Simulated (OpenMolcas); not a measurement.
Computed levels of 4d⁵ in ions with 41 electrons, in cm-1 above ⁶S_5/2.

```json
{
 "Program": "OpenMolcas 26.06",
 "Method": "SS-RASPT2, IPEA 0.25 Eh, imaginary shift 0.1 Eh",
 "Basis": "ANO-RCC-VTZP",
 "Scalar Hamiltonian": "DKH2, point nucleus",
 "Spin-orbit coupling": "state interaction with AMFI integrals over the reference wave functions, term energies averaged over their components"
}
```

Active space for each ion: 11 electrons in 8 orbitals (RAS1 4p, at most 2 holes; RAS2 4d); closed shells correlated by CASPT2: 4s.

| Level | Ru3+ | Rh4+ | Ag6+ |
| --- | --- | --- | --- |
| ⁴G_5/2 | 23830 | 26420 | 31330 |
| ⁴G_7/2 | 24060 | 26790 | 32200 |
| ⁴G_11/2 | 24140 | 26910 | 32460 |
| ⁴G_9/2 | 24200 | 27010 | 32670 |
| ⁴P_3/2 | 26880 | 29770 | 35080 |
| ⁴P_1/2 | 27590 | 30730 | 36620 |
| ⁴D_7/2 | 28790 | 32110 | 38680 |
| ⁴D_1/2 | 29620 | 33310 | 40690 |
| ⁴D_5/2 | 30170 | 33950 | 41360 |

Problem. Estimate ⁴G_5/2, ⁴G_7/2 for Pd5+ from its neighbours Rh4+ and Ag6+.

Solution. ⁴G_5/2 is another term, which grows about linearly with the charge: (26420 + 31330) / 2 = 28875. The calculation gives 28520, so the estimate is off by +1.2 %.
⁴G_7/2 is another term, which grows about linearly with the charge: (26790 + 32200) / 2 = 29495. The calculation gives 29120, so the estimate is off by +1.3 %.

Mixed levels, with the weight of the term that names them: Ru3+ ⁴P_3/2 (60 %), Ru3+ ⁴P_1/2 (72 %), Ru3+ ⁴D_1/2 (73 %), Ru3+ ⁴D_5/2 (60 %), Rh4+ ⁴P_3/2 (57 %), Rh4+ ⁴P_1/2 (69 %), Rh4+ ⁴D_1/2 (70 %), Rh4+ ⁴D_5/2 (57 %), Pd5+ ⁴P_3/2 (56 %), Pd5+ ⁴P_1/2 (68 %), Pd5+ ⁴D_1/2 (69 %), Pd5+ ⁴D_5/2 (56 %), Ag6+ ⁴P_3/2 (56 %), Ag6+ ⁴P_1/2 (69 %), Ag6+ ⁴D_1/2 (70 %), Ag6+ ⁴D_5/2 (56 %).

CASPT2 breaks the degeneracy within a term, and the mean is taken; among the terms shown or strongly mixed into the levels shown the widest spread is 87 cm-1 (4d⁵ ⁴G, Rh4+). Active for correlation alone: 4p; no level in the range computed is led by a configuration that opens it, so any true level of that kind is missing. Levels of configurations outside the active space are missing.
